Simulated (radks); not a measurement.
The numbers below are computed, except where a source is named.
Q: Excited configurations of Tl I: one electron is placed in a higher orbital outside [Hg]. The ground configuration is [Hg] 6p1. Code: a radial shooting solver on a logarithmic mesh with Libxc functionals. Model: scalar-relativistic Kohn-Sham, PBE, spin-polarised, spherical densities, point nucleus; open shells are filled with parallel spins first (spin-orbit coupling, left out, can overturn this in heavy ions). Excitation = E - E(ground); binding = E(ion) - E, where the ion is the core of charge +1; n* = 1/sqrt(2 binding) in atomic units, and the quantum defect is n - n*.

outer orbital  excitation (eV)  binding (eV)     n*  quantum defect  eigenvalue (eV)  <r> (bohr)
7s                       2.345         2.971  2.140           4.860           -1.814       7.428
7p                       3.285         2.032  2.588           4.412           -1.192       10.04
7d                       4.225         1.091  3.531           3.469           -0.624       18.06
7f                       4.825         0.491  5.262           1.738           -0.321       42.34

Estimate the row for 6f.

A: excitation (eV) 4.643; binding (eV) 0.674; n* 4.495; quantum defect 1.505; eigenvalue (eV) -0.405; <r> (bohr) 28.21. The Delta-SCF ionisation energy is 5.317 eV (NIST Atomic Spectra Database: 6.108 eV, measured). Self-interaction in the functional shifts the binding energies and quantum defects, so they are the method's values and not measured ones. Open shells are spherical and high-spin; term and fine-structure splittings are not resolved. Spin-orbit splitting is averaged out at the scalar-relativistic level.
